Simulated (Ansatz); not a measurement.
Coupled-cluster run, C2H8ClNOSi (`CC[Si](N)(O)Cl`).

```yaml
crystal:
  periodic: [false, false, false]
  atoms:
    - {symbol: C, position_ang: [-0.961975, 1.658125, 0.653405]}
    - {symbol: C, position_ang: [-0.002756, 0.487473, 0.851400]}
    - {symbol: Si, position_ang: [0.062229, -0.695672, -0.579425]}
    - {symbol: N, position_ang: [1.192783, -1.926633, -0.232871]}
    - {symbol: O, position_ang: [0.457853, 0.000180, -2.011308]}
    - {symbol: Cl, position_ang: [-1.852880, -1.390934, -0.924492]}
    - {symbol: H, position_ang: [-1.988829, 1.308958, 0.527893]}
    - {symbol: H, position_ang: [-0.703494, 2.235695, -0.237048]}
    - {symbol: H, position_ang: [-0.941869, 2.337220, 1.508857]}
    - {symbol: H, position_ang: [1.018805, 0.851089, 1.015664]}
    - {symbol: H, position_ang: [-0.271999, -0.077304, 1.751410]}
    - {symbol: H, position_ang: [1.272258, -2.267431, 0.712425]}
    - {symbol: H, position_ang: [1.325360, -2.678871, -0.891542]}
    - {symbol: H, position_ang: [1.394524, 0.158106, -2.144377]}
basis:
  gaussian: {orbitals: def2-TZVPP}
correlation: {method: ccsd_t}
```

```sh
$ ansatz run in.yaml --threads 2 --pin off --events-out ev --progress --plain --max-ram 22528MiB --backend cuda --devices 0, --max-vram 18GiB
```

The program prints (abridged):

```
Functional definition: HF
  name "HF"
  cite "Fock, Z. Phys. 61, 126 (1930) doi:10.1007/BF01340294"
  parent pbe
  exchange = exact_x
  correlation = 0
1871 factors; integrals over basis functions are off by at most 1.2e-3 eV
mean field evaluation 1: about -26073.9944 eV, gradient 5.2e1 eV
mean field evaluation 2: about -26074.2868 eV, gradient 5.2e1 eV
mean field evaluation 4: about -26079.8091 eV, gradient 4.4e0 eV
mean field evaluation 8: about -26079.8832 eV, gradient 2.9e-1 eV
mean field -26079.88360074 eV, -958.4180447472 hartree, gradient 3.0e-6 eV, S^2 0.000000; 0 other end points of the search recorded, 0 dependent functions left out
14 core orbitals not correlated: weight in the atoms' cores, before any rotation towards them, 1.000 or more for the frozen orbitals, at most 0.000 for the correlated occupied ones
reference -26079.88360074 eV, -958.4180447472 hartree; 19, 19 occupied and 287, 287 virtual orbitals, 1871 factors
second order -30.35756662 eV of doubles, -0.00000000 eV of singles
cycle   1  -31.05420381 eV  change   -7.0e-1 eV  update   1.0e-1
cycle   2  -31.69332927 eV  change   -6.4e-1 eV  update   2.8e-2
cycle   3  -31.81626579 eV  change   -1.2e-1 eV  update   1.3e-2
cycle   4  -31.80672799 eV  change    9.5e-3 eV  update   2.8e-3
cycle   5  -31.80633983 eV  change    3.9e-4 eV  update   1.2e-3
cycle   6  -31.80669124 eV  change   -3.5e-4 eV  update   3.3e-4
cycle   7  -31.80652568 eV  change    1.7e-4 eV  update   1.3e-4
cycle   8  -31.80649501 eV  change    3.1e-5 eV  update   3.9e-5
perturbative correction -1.23779845 eV, -0.0454882541 hartree
Total energy: -26112.92789420 eV, -959.6324001337 hartree
```

Hardware: 2 threads of an AMD EPYC 7R13 on a shared host and a share of an NVIDIA H100 80 GB. Wall time 6.5 s, peak host memory 0.88 GiB.

MP2 recovers 91.9 % of the CCSD(T) correlation energy and the triples give 3.7 %; T1 = 0.0097.
